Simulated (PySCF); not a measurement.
Computed IR spectrum (relative IR intensity) of a molecule H₇NO₂Si₂. The structure is a stationary point at PBE-D3(BJ)/def2-SVP. One conformer was computed; it need not be the lowest. Computed with PBE-D3(BJ)/def2-SVP run with PySCF 2.14.0. Frequencies are harmonic and unscaled.

Lines under 2 % of the strongest are left out, and lines within 2 cm⁻¹ are merged.

ν (cm⁻¹): 252 (w), 273 (w), 357 (s), 377 (m), 441 (w), 480 (vs), 503 (m), 732 (s), 765 (s), 787 (m), 832 (vs), 849 (m), 884 (w), 906 (m), 932 (s), 1494 (m), 2145 (m), 2155 (m), 2164 (m), 3474 (w), 3568 (w), 3724 (m) (against the strongest line: vs over 80 %, s over 45 %, m over 15 %, w over 4 %, vw less)

Task: Pick the molecule that these values belong to.
(A) N[Si@H](O)O[SiH3]
(B) N[Si](O)(O)[SiH3]
(C) O[SiH2]N[SiH2]O
(D) N[SiH2][SiH](O)O

Result: B, N[Si](O)(O)[SiH3]
